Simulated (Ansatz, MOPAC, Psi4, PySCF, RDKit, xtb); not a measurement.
Dimer: H2O (SMILES O) (first 3 atoms) with C4H6 (SMILES C=CC=C); geometry from B3LYP-D3(BJ)/def2-TZVP, rigid monomers moved along the line of their centres of mass till H2···C5 is 4.79 Å.
(charge 0, multiplicity 1):
```xyz
13

O      0.01109    -0.48708    -0.14963
H     -0.72462    -0.57597     0.46703
H      0.73592    -0.17960     0.40665
C     -1.71549    -0.26800     5.22982
C     -0.75360     0.64823     5.09971
C      0.66683     0.35114     5.17031
C      1.62930     1.25622     4.98037
H     -1.47982    -1.31016     5.41180
H     -2.76259    -0.00490     5.16604
H     -1.02188     1.68486     4.91661
H      0.93485    -0.68058     5.37961
H      2.67650     0.99198     5.03749
H      1.39386     2.29285     4.76884
```

| level | interaction energy (kcal/mol) | cost |
|---|---|---|
| MMFF94 | -0.66 | - |
| UFF | -0.19 | - |
| PM3 | -0.16 | - |
| PM7 | -0.56 | - |
| GFN2-xTB | -0.41 | - |
| HF/3-21G (no counterpoise) | -0.64 | - |
| PBE/def2-TZVPPD | -0.46 | ×1 |
| r2SCAN/def2-TZVPPD | -0.48 | ×1 |
| r2SCAN-D3(BJ)/def2-TZVPPD | -0.60 | ×1 |
| r2SCAN-D4/def2-TZVPPD | -0.56 | ×1 |
| B3LYP/3-21G (no counterpoise) | -0.53 | - |
| B3LYP/6-31G* | -0.42 | - |
| B3LYP/6-31G* (no counterpoise) | -0.44 | - |
| B3LYP-D3(BJ)/def2-TZVPPD | -0.54 | ×1 |
| B3LYP-D4/def2-TZVPPD | -0.43 | ×1 |
| PBE0-D4/def2-TZVPPD | -0.56 | ×1 |
| wB97M-V/def2-TZVPPD | -0.59 | ×3 |
| MP2/aug-cc-pVDZ | -0.57 | - |
| CCSD(T)/aug-cc-pVDZ | -0.55 | ×30 |
| SAPT0/jun-cc-pV(D+d)Z | -0.66 | - |

The rows run from -0.66 (SAPT0/jun-cc-pV(D+d)Z) to -0.16 kcal/mol (PM3). The dispersion term adds -0.12 in r2SCAN-D3(BJ), -0.09 in r2SCAN-D4. The 3 functionals in def2-TZVPPD without D3 or D4 span 0.13, from wB97M-V to PBE.

Interaction energies are E(AB) − E(A) − E(B) at the monomers' geometry in the complex; basis-set methods are counterpoise corrected. Rows marked so take none. RDKit's UFF carries no charges.

Correlated levels freeze the cores. Rows in 3-21G, 6-31G* carry no dispersion term and start afresh at each structure (6-31G* with six Cartesian d functions). The state that PM3, PM7 reach isn't checked; PM7 holds dispersion and hydrogen-bond terms.

Codes used: Ansatz (Gaussian orbitals); MOPAC for PM3, PM7 (differences of heats of formation); Psi4 for SAPT; PySCF for 3-21G rows, 6-31G* rows, the dispersion terms; RDKit for the force fields; xtb for the GFN methods. Each number belongs to the level named beside it.

Costs are rough ratios of core time to PBE/def2-TZVPPD (about 16 s over the structures, on one shared machine); a dash marks a level with no comparable run of its own.

Ansatz is a quantum-chemistry and plane-wave program.
